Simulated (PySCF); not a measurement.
How methods differ on the excitation energy of Zn

Zn [Ar] 3d10 4s2 (1S) → Zn [Ar] 3d9 4s2 4p1 (high-spin determinant), as a difference of total energies. Calculation: PySCF 2.14, in x2c-TZVPPall (6s5p4d2f1g, 64 functions); the spin-free X2C one-electron Hamiltonian (Gaussian nucleus). Correlated levels: valence: [Ar] frozen; valence and next inner shell: [Ne] frozen. The calculations carry no spin-orbit coupling.

```tsv
method	excitation energy (cm⁻¹)
UHF	74119
LDA	98874
PBE	94533
PBE0	90160
r2SCAN	90281
HSE06	90165
r2SCAN0	87348
B2PLYP	92024
M06-L	91953
MP2 (valence)	94968
SCS-MP2 (valence)	92577
MP2 (valence and next inner shell)	98506
SCS-MP2 (valence and next inner shell)	95380
```

A first-order spin-orbit estimate (lowest level to lowest level, LS coupling) adds -0.100 eV.

The upper state lies above the first ionisation limit, where it may autoionise and the basis confines it.

The basis was made for the ground configuration and has no added diffuse functions, so the excitation energy can come out too high.

The determinant of the upper state mixes LS terms, which raises its energy above the lowest term, most at the Hartree-Fock and MP2 levels.
